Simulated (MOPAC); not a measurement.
MOPAC input (AM1):

```
AM1 FORCE THERMO(298,298) PRECISE LET UHF MS=0.5 GEO-OK AUX(PRECISION=9) THREADS=1
CaF

Ca    0.00000000 1    0.00000000 1   -0.61293018 1
F     0.00000000 1    0.00000000 1    1.35682105 1
```

Problem. Which zero-point energy does it print?

Solution. 0.99 kcal/mol, from the harmonic wavenumbers of AM1.
